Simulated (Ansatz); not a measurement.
# A barrier at the coupled-cluster level

Start structure (Si$_{4}$H$_{10}$ClF, singlet), relaxed at PBE0-D4/def2-TZVP:

Si1  (0.007, 0.686, -0.388)
Si2  (2.119, -0.103, 0.244)
Si3  (-0.493, 0.093, -2.596)
Si4  (-1.731, -0.025, 1.006)
Cl5  (0.039, 2.767, -0.277)
H6  (-0.119, -0.717, 3.098)
F7  (0.624, -1.267, 3.046)
H8  (2.509, 0.457, 1.561)
H9  (2.098, -1.588, 0.285)
H10  (3.089, 0.346, -0.791)
H11  (-1.826, 0.626, -2.981)
H12  (0.542, 0.639, -3.512)
H13  (-0.511, -1.391, -2.701)
H14  (-1.906, -1.499, 0.921)
H15  (-1.436, 0.322, 2.433)
H16  (-3.004, 0.654, 0.652)
(Å)

The step: Si₄H₉Cl ([SiH3][Si]([SiH3])([SiH3])[Cl]) + HF → Si₃H₇Cl ([SiH3][SiH]([SiH3])[Cl]) + SiH₃F ([F][SiH3]); bonds formed: Si1–H6, Si2–F7; bonds broken: Si1–Si2, H6–F7. Computed with Ansatz 0.2.0 (basis: def2-TZVPP and def2-QZVPP); correlated methods freeze the cores. Extrapolation: Hartree–Fock as exp(−7.88 √X), correlation as X^−2.97. Energies below are by CCSD(T) at an estimated basis limit (MP2 extrapolated from triple and quadruple zeta, plus CCSD(T) − MP2 in triple zeta).

Question: What are the electronic barrier and the energy of the step, from the start structure to the end structure? (Judge from chemistry; the value comes from the calculation.)

Answer: The calculation gives: Barrier 169.3 kJ/mol; step energy -113.1 kJ/mol (downhill); reverse barrier, their difference, 282.4 kJ/mol. Barrier and step energy count from the start structure, the reverse barrier from the end structure.

The saddle point: One imaginary mode of 1096i cm⁻¹.
```csv
pair,start (Å),saddle (Å),end (Å)
Si1–H6,3.76,1.81,1.49
Si2–F7,3.38,1.95,1.60
Si1–Si2,2.34,2.62,4.00
H6–F7,0.93,1.19,2.93
```

Zero-point energy (harmonic, PBE0-D4): ZPE is 232.4 kJ/mol at the start and 224.2 kJ/mol at the saddle, so the barrier goes from 169.3 to 161.1 kJ/mol.

No T1 diagnostic of these runs exceeds 0.015.

Labels in which every atom is bracketed show which atoms are joined, not bond orders.

For scale, one of the runs: CCSD(T)/def2-TZVPP, 381 basis functions, launched by `ansatz run in.yaml --threads 4 --pin off --events-out ev --progress --plain --max-ram 46080MiB --backend cuda --devices 0, --max-vram 37GiB`. Hardware: 4 CPU threads of an AMD EPYC 7R13 and a share of one NVIDIA H100, shared host. Wall time 10 s; peak host memory 0.88 GiB.
